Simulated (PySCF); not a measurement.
Computed shifts of a molecule C₃H₃ClF₂, PBE/pcSseg-1 run with PySCF, GIAO, gas phase, equivalent atoms averaged, in ppm (number of nuclei): ¹⁹F: -138.6 (1), -168.9 (1). ¹³C: 144.6 (1), 136.5 (1), 125.9 (1). ¹H: 7.12 (1), 7.06 (1), 6.37 (1). References: ¹⁹F against CFCl3 (σ = 133.6 ppm); ¹³C against TMS (σ = 182.0 ppm); ³⁵Cl against HCl (σ = 936.5 ppm); ¹H against TMS (σ = 31.49 ppm), references at their B3LYP-D3(BJ)/def2-TZVP geometries, non-relativistic (without spin–orbit terms, shifts of atoms bonded to Cl or Br come out too high). Geometry optimised at PBE-D3(BJ)/def2-SVP. One conformer was computed; it need not be the lowest.

Which molecule gave these data?
(A) FC1(F)C[C@H]1Cl
(B) C=C(Cl)C(F)F
(C) F[C@@H]1C[C@@]1(F)Cl
(D) FC(F)/C=C/Cl

D, FC(F)/C=C/Cl
